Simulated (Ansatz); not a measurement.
Breaking the Zn1–H2 bond in FHZn (SMILES [F][ZnH]) (multiplicity 1 held, fragments rigid). Energies count from the point at 1.505 Å.
Geometry at that point (charge 0, multiplicity 1):
```json
[
 {"atom": "Zn", "x (Å)": "0.0000", "y (Å)": "0.0000", "z (Å)": "-0.3581"},
 {"atom": "H", "x (Å)": "0.0000", "y (Å)": "0.0000", "z (Å)": "-1.8636"},
 {"atom": "F", "x (Å)": "0.0000", "y (Å)": "0.0000", "z (Å)": "1.4008"}
]
```

Unrestricted levels (U-) break spin symmetry where that is lower. Active spaces are followed from a long bond inwards. Curves can end on different states.

Correlated levels freeze the cores.

Programs: Ansatz (a quantum-chemistry and plane-wave program) with Gaussian orbitals. Values without a source in brackets are computed.

Energies in eV.

| R (Å) | U-SCS-MP2/def2-SVP | SC-NEVPT2 on CASSCF(2,2)/def2-SVP | FIC-MRCISD on CASSCF(2,2)/def2-SVP | FIC-MRCISD+Q on CASSCF(2,2)/def2-SVP |
|---|---|---|---|---|
| 1.204 | 1.10 | 1.09 | 1.17 | 1.13 |
| 1.355 | 0.23 | 0.24 | 0.26 | 0.24 |
| 1.505 | 0.00 | 0.00 | 0.00 | 0.00 |
| 1.656 | 0.12 | 0.09 | 0.09 | 0.10 |
| 1.807 | 0.42 | 0.34 | 0.35 | 0.38 |
| 2.032 | 1.04 | 0.87 | 0.89 | 0.94 |
| 2.258 | 1.88 | 1.43 | 1.47 | 1.52 |
| 2.635 | 2.83 | 2.22 | 2.28 | 2.34 |
| 3.011 | 3.16 | 2.75 | 2.82 | 2.89 |
| 3.463 | 3.30 | 3.07 | 3.15 | 3.22 |
| 4.065 | 3.35 | 3.21 | 3.29 | 3.36 |
| 4.817 | 3.36 | 3.25 | 3.33 | 3.40 |

Doubts at one or more of the structures used: a spin-contaminated determinant (U-SCS-MP2/def2-SVP).
